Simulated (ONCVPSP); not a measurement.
## What one change does to a pseudopotential (Si (Z = 14), ONCV)

silicon, optimised norm-conserving Vanderbilt (ONCV), made with ONCVPSP 4.0.1 (LDA (Perdew-Wang 92), scalar-relativistic). Core [Ne], reference 3s2 3p2. Waves: 3s: rc 1.80 bohr, ncon 3, nbas 7, qcut 4.6 1/bohr, 2 projectors, debl 0.9 Ha; 3p: rc 1.85 bohr, ncon 4, nbas 7, qcut 3.8 1/bohr, 2 projectors, debl 1.9 Ha; d scattering state at 0.36 Ha: rc 1.80 bohr, ncon 3, nbas 7, qcut 5.8 1/bohr, 2 projectors, debl 0.3 Ha. Local part: polynomial inside 1.55 bohr (lpopt 5, dvloc0 1 Ha). Core correction: Teter function, fcfact 4.75, rcfact 1.55.

Change: all radii but the core radius scaled by about 1.12 (s 2.02, p 2.08, d 2.02 bohr); local potential polynomial inside 1.74 bohr (lpopt 5, dvloc0 1 Ha).

Cutoffs: the cutoffs (Ha) at which the residual kinetic energy of the hardest occupied pseudo-wave falls to 1 and 0.1 mHa per electron; they do not see the model core or the augmentation charge, which bear on the density cutoff. Errors are all-electron minus pseudo energies relative to the spin-unpolarised reference configuration.

Predict the effect on cutoff, ghosts and configuration errors.

The potential gets softer (7.8 Ha and 9.8 Ha → 7.2 Ha and 9.0 Ha); of the 4 tests that both files solve, the error grows in 1 and shrinks in 0 by more than 15 % and 0.3 meV (median size 12.7 → 15.4 meV); neither file shows a bound ghost. A larger radius leaves more room for a smooth pseudo-wave, so fewer plane waves are needed.

```csv
quantity,base,changed
"cutoff, loose",7.8 Ha,7.2 Ha
"cutoff, tight",9.8 Ha,9.0 Ha
loose cutoff by channel,"s 7.8 Ha, p 3.3 Ha","s 7.2 Ha, p 3.2 Ha"
bound ghosts,none,none
GHOST(+) flags under 300 eV,none,none
"error for 3s2 3p1, meV [ΔE 7.82 eV]",-1.9,-1.8
"error for 3s2 3p0, meV [ΔE 23.93 eV]",-15,-14
"error for 3s1 3p0, meV [ΔE 58.07 eV]",-106,-115
"error for 3s0 3p4, meV [ΔE 13.78 eV]",-11,-17
"rms error of d²Exc/dni dnj with the model core, mHa",1.25,1.33
```
